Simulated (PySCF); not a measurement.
Molecular orbitals of RbN

ωB97X at R = 2.757 Å; PySCF, scalar-relativistic core potentials, basis sets Rb def2-TZVPP with ECP28, N def2-TZVPP. State: ³Σ⁻ (triplet), unpaired electrons π ↑↑. Only the outer orbitals are listed, counted within each symmetry, core potentials removing the inner ones.

```tsv
spin	orbital	occ.	ε (eV)	on Rb (%)	main shells (%)
α	2σ	1	-37.95	100	100 Rb s
α	3σ	1	-20.62	55	55 Rb p, 44 N s
α	1π	1	-20.32	100	100 Rb p
α	1π	1	-20.32	100	100 Rb p
α	4σ	1	-19.38	46	54 N s, 45 Rb p
α	2π	1	-7.68	3	97 N p
α	2π	1	-7.68	3	97 N p
α	5σ	1	-6.52	6	94 N p
α	6σ	0	0.39	99	84 Rb s, 15 Rb p
α	7σ	0	1.09	100	56 Rb d, 37 Rb p
α	3π	0	1.14	100	78 Rb p, 22 Rb d
β	2σ	1	-37.95	100	100 Rb s
β	1π	1	-20.31	100	100 Rb p
β	1π	1	-20.31	100	100 Rb p
β	3σ	1	-20.16	97	97 Rb p
β	4σ	1	-15.91	4	96 N s
β	5σ	1	-4.91	15	85 N p, 11 Rb s
β	6σ	0	-0.09	96	66 Rb s, 29 Rb p
β	2π	0	0.56	100	67 Rb p, 32 Rb d
β	2π	0	0.56	100	67 Rb p, 32 Rb d
```

Q: Which are the highest filled and the lowest empty level, where do they sit, and how wide is the gap?

A: Highest filled β 5σ at -4.91 eV (in %: 85 N p, 11 Rb s); lowest empty β 6σ at -0.09 eV (in %: 66 Rb s, 29 Rb p); the gap at ωB97X is 4.82 eV.

```json
{
  "bond order (Mayer)": "0.49",
  "⟨S²⟩": "2.037",
  "charge on Rb (Mulliken, basis-dependent)": "0.72",
  "charge on Rb (Löwdin, basis-dependent)": "0.60",
  "dipole moment (positive dipole means Rb(−)N(+))": "-10.15 D"
}
```

Spin–orbit coupling is left out. The state is the lowest determinant that a PBE0 search found; another state may lie lower at other levels.
